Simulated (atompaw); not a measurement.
# Which setting gave this result? (Dy (Z = 66), PAW (atompaw))

Base potential:

dysprosium, PAW, made with atompaw 4.2.0.5 (PBE, scalar-relativistic). Core [Kr] 4d10, reference 4f10 5s2 5p6 5d0 6s2 6p0. Waves: 5s (bound): rc 1.90 bohr; 6s (bound): rc 2.05 bohr; 5p (bound): rc 2.70 bohr; 6p (bound, empty): rc 3.00 bohr; 5d (bound, empty): rc 3.00 bohr; 5d channel at 4.4 Ry: rc 3.00 bohr; 4f (bound): rc 1.50 bohr; 4f channel at 2.45 Ry: rc 1.50 bohr. Local part: bessel scheme, radius 2.40 bohr. Core correction: smooth core density matched at 2.95 bohr. Augmentation charge: sinc compensation charge, radius 2.35 bohr; PAW radius 3.00 bohr; waves and projectors: custom polynom gramschmidtortho.

Cutoffs, loose and tight: the cutoffs (Ry, on a coarse ladder) from which the occupation-weighted sum of valence levels, in a spherical-Bessel basis at the reference potential, stays within 10 and 1 mRy of its value at 400 Ry. They see the waves, projectors and local potential, not the compensation charge or the core.

Only the scale of all radii (base = 1) is moved:

```tsv
scale of all radii (base = 1)	cutoff, loose	cutoff, tight	bound ghosts
0.75	160 Ry	260 Ry	none
0.89	110 Ry	180 Ry	none
0.96	100 Ry	160 Ry	none
1.07	80 Ry	120 Ry	none
1.29	45 Ry	80 Ry	none
```

Question: One more run gave cutoff, loose: 60 Ry; cutoff, tight: 100 Ry; bound ghosts: none. Which value of the scale of all radii (base = 1) was used?

Answer: 1.19. The loose cutoff moves one way along this sweep, from 160 Ry at 0.75 to 45 Ry at 1.29, which places the run between 1.07 and 1.29.
